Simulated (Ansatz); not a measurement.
Geometry optimisation, Ansatz, RKS r2SCANh-D4/def2-SVP.

The input (input.yaml):

```yaml
crystal:
  periodic: [false, false, false]
  atoms:
    - { symbol: "N", position_ang: [-0.5748, 1.1752, 0.8249] }
    - { symbol: Ge, position_ang: [0.261, 0.0303, -0.3181] }
    - { symbol: O, position_ang: [1.5081, -0.8195, 0.5863] }
    - { symbol: Se, position_ang: [-1.1988, -1.5238, -1.1729] }
    - { symbol: H, position_ang: [0.082, 1.9245, 1.0953] }
    - { symbol: H, position_ang: [-1.328, 1.7372, 0.2261] }
    - { symbol: H, position_ang: [0.9336, 0.8205, -1.4854] }
    - { symbol: H, position_ang: [2.0039, -1.4029, -0.071] }
    - { symbol: H, position_ang: [-1.5985, -1.9877, 0.2978] }
basis:
  gaussian: { orbitals: def2-SVP }
hamiltonian:
  xc: r2scanh
  dispersion: d4
relax:
  f_tol: 0.015
  max_steps: 40
output:
  orbitals: {}
```

Launched with:

```bash
$ ansatz run input.yaml --threads 2 --pin off --max-ram 3072MiB --backend cpu --events-out ev --progress --plain --runs-dir out
```

**Question.** Where does it end, and by what steps?

**Answer.** It converged. The force dipped under the threshold on the way, but the program's further checks kept it going. After 13 steps the energy has fallen by 0.502 eV; H7 moved furthest, 0.31 Å.

```
step  energy less start (eV)  largest force component (eV/Å)  accepted
   0                  0.0000                           2.109       yes
   1                 -0.4039                           1.029       yes
   2                 -0.4384                           0.835       yes
   3                 -0.4732                           0.621       yes
   4                 -0.4836                           0.254       yes
   5                 -0.4950                           0.158       yes
   6                 -0.4999                           0.089       yes
   7                 -0.5014                           0.035       yes
   8                 -0.5015                           0.097       yes
   9                 -0.5021                           0.022       yes
  10                 -0.5021                           0.028        no
  11                 -0.5022                           0.008       yes
  12                 -0.5023                           0.022       yes
  13                 -0.5024                           0.014       yes
```

```xyz
9
Properties=species:S:1:pos:R:3
N -0.549 1.128 0.743
Ge 0.286 0.033 -0.435
O 1.582 -0.615 0.585
Se -1.260 -1.570 -1.176
H 0.080 1.711 1.289
H -1.308 1.689 0.369
H 0.886 0.632 -1.723
H 2.115 -1.279 0.136
H -1.744 -1.777 0.194
```

Time of the run: 70 s on 2 threads of Arm Neoverse V2 (shared host), peak memory 0.34 GiB.
